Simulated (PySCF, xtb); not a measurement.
arsine cation (AsH₃), SMILES [AsH3] (connectivity only; charge and spin as stated), charge +1, multiplicity 2.

The structure is a stationary point at B3LYP-D3(BJ)/def2-TZVPD. The multiplicity is an assumed one; other spin states were not compared.

Computed with PySCF 2.14.0 with IEF-PCM-M06-2X/def2-TZVPD.

The values are the electrostatic part of the solvation free energy, E(continuum) − E(gas) at the gas-phase geometry, in a cavity of scaled van der Waals radii (PySCF's table); cavitation and dispersion terms are not included.

Computed values in water (ε = 78.36), ethanol (ε = 24.85), methanol (ε = 32.61):
```tsv
solvent	ε	ΔG(elec) (kcal/mol)
water	78.36	-72.6
ethanol	24.85	-70.6
methanol	32.61	-71.3
```

For comparison, GFN2-xTB/ALPB(water) (xtb, at the GFN2-xTB geometry, all terms of that model) gives -64.6 kcal/mol.
